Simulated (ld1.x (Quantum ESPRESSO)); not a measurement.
Before and after: ultrasoft potential for nitrogen (N)

nitrogen, ultrasoft, made with ld1.x (Quantum ESPRESSO) 7.5 (LDA (PZ), scalar-relativistic). Core [He], reference 2s1.5 2p3.5. Waves: 2s (bound): rcut 0.75, rcutus 0.95 bohr; 2s channel at -1 Ry: rcut 0.75, rcutus 0.95 bohr; 2p (bound): rcut 2.05, rcutus 2.40 bohr; 2p channel at 1.3 Ry: rcut 2.05, rcutus 2.40 bohr. Local part: all-electron potential smoothed inside 1.70 bohr (lloc = -1). Core correction: Bessel-smoothed model core inside 0.85 bohr. Augmentation charge: PSQ, radius 0.75 bohr.

All-electron outer shells of the reference configuration (LDA (PZ), scalar-relativistic, ld1.x):

```tsv
shell	level (eV)	outermost node (bohr)	outermost maximum (bohr)
1s	-381.89	–	0.15
2s	-18.65	0.32	1.02
2p	-7.45	–	0.97
```

Change: functional PBE.

Cutoffs: the cutoffs (Ry, on a coarse ladder) from which the occupation-weighted sum of valence levels, in a spherical-Bessel basis at the reference potential, stays within 10 and 1 mRy of its value at 400 Ry; they do not see the model core or the augmentation charge, which bear on the density cutoff. Errors are all-electron minus pseudo energies relative to the spin-unpolarised reference configuration.

**Question.** How do hardness, ghosts and transferability respond?

**Answer.** The potential gets neither clearly harder nor softer (25 Ry and 40 Ry → 25 Ry and 40 Ry); the number of tests with a reliable result goes from 9 to 7; of the 7 tests that both files solve, the error grows in 6 and shrinks in 0 by more than 15 % and 0.3 meV (median size 2.5 → 12.1 meV); neither file shows a bound ghost.

| quantity | base | changed |
| --- | --- | --- |
| cutoff, loose | 25 Ry | 25 Ry |
| cutoff, tight | 40 Ry | 40 Ry |
| bound ghosts | none | none |
| error for 2s2 2p3, meV [ΔE -5.60 → -5.75 eV] | +2.5 | +3.0 |
| error for 2s2 2p2, meV [ΔE 8.14 → 7.84 eV] | +1.2 | +4.7 |
| error for 2s2 2p1, meV [ΔE 37.11 → 36.70 eV] | -1.8 | +12 |
| error for 2s1 2p3, meV [ΔE 19.59 → 19.62 eV] | -1.8 | -5.0 |
| error for 2s1 2p0, meV [ΔE 161.74 → 161.60 eV] | +266 | +272 |
| error for 2s0 2p5, meV [ΔE 16.86 → 17.29 eV] | +22 | +26 |
| error for 2s2 2p0, meV [ΔE 84.27 → 83.78 eV] | +105 | +174 |
| s: phases at 2.61 bohr within 0.05 rad from the reference energy up to (Ry; the scan ends near 5) | to the end of the scan | to the end of the scan |
| p: phases at 2.61 bohr within 0.05 rad from the reference energy up to (Ry; the scan ends near 5) | 3.3 | 3.2 |
| lowest overlap eigenvalue by channel | s 0.60, p 0.82 | s 0.61, p 0.82 |
